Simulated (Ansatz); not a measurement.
A small benchmark: atomisation enthalpy at 298 K

8 molecules holding an element past argon; the atomisation enthalpy at 298 K in kJ/mol, computed less measured. Shapes, held fixed at every level: PBE0-D4/def2-TZVP. Thermal terms are harmonic and unscaled (PBE0-D4/def2-TZVP); the spin-orbit lowering of the free atoms is taken from their spectra. Programs: Ansatz 0.2.0. Measured values: Active Thermochemical Tables, CRC Handbook of Chemistry and Physics, NIST-JANAF tables.

Levels: A = SPW92/def2-TZVPP; B = B2PLYP/def2-TZVPP; C = MP2/def2-TZVPP.

```json
{"molecule": "AsH3 (arsine)", "from tabulated heats": "890", "A": "+119", "B": "-17", "C": "-70"}
{"molecule": "BBrF2 (SMILES FB(F)Br)", "from tabulated heats": "1661", "A": "+297", "B": "-14", "C": "+54"}
{"molecule": "SiHBr3 (SMILES Br[SiH](Br)Br)", "from tabulated heats": "1205", "A": "+303", "B": "+63", "C": "+116"}
{"molecule": "CBrClF2 (SMILES FC(F)(Cl)Br)", "from tabulated heats": "1551", "A": "+433", "B": "-42", "C": "+38"}
{"molecule": "CHBrClF (bromochlorofluoromethane)", "from tabulated heats": "1479", "A": "+344", "B": "-34", "C": "+16"}
{"molecule": "GeF4 (SMILES [F][Ge]([F])([F])[F])", "from tabulated heats": "1880", "A": "+381", "B": "-10", "C": "+106"}
{"molecule": "C2H3I (vinyl iodide)", "from tabulated heats": "2064", "A": "+319", "B": "-27", "C": "-18"}
{"molecule": "C2H3BrO (acetyl bromide)", "from tabulated heats": "2639", "A": "+474", "B": "-28", "C": "+2"}
```

Task: Sum up the errors.

Result: 
| level | kind | mean error | mean absolute error | worst case |
| --- | --- | --- | --- | --- |
| SPW92/def2-TZVPP | LDA | +333.8 | 333.8 | C2H3BrO |
| B2PLYP/def2-TZVPP | double hybrid | -13.6 | 29.4 | SiHBr3 |
| MP2/def2-TZVPP | perturbation theory | +30.5 | 52.5 | SiHBr3 |

On this set B2PLYP/def2-TZVPP has the smallest mean absolute error and SPW92/def2-TZVPP the largest. SPW92/def2-TZVPP is too high in 8 of 8; B2PLYP/def2-TZVPP is too low in 7 of 8; MP2/def2-TZVPP is too high in 6 of 8. The heats of GeF4, C2H3BrO come from older tables and can be uncertain by 10 kJ/mol or more. The molecules' own spin-orbit binding is left out, so errors for heavy halides read too negative. Heats of the atoms come from ATcT where it has them, that of boron, 570 kJ/mol, from recent work. With so many references in doubt the order of the levels isn't settled. The tabulated values of BBrF2, SiHBr3 are in doubt (older tables, estimates, or at odds with other calculations) and kept here. Over the 6 molecules whose values aren't doubted the mean absolute errors are A 345.0; B 26.3; C 41.7. Correlated wave functions converge slowly with the basis. For atoms past krypton def2 sets carry core potentials with scalar relativity. Relativity is left out for As, Br, Ge. Outer-core shells of As, Br, Ge, I are correlated, in sets that cover them unevenly. The set is small.
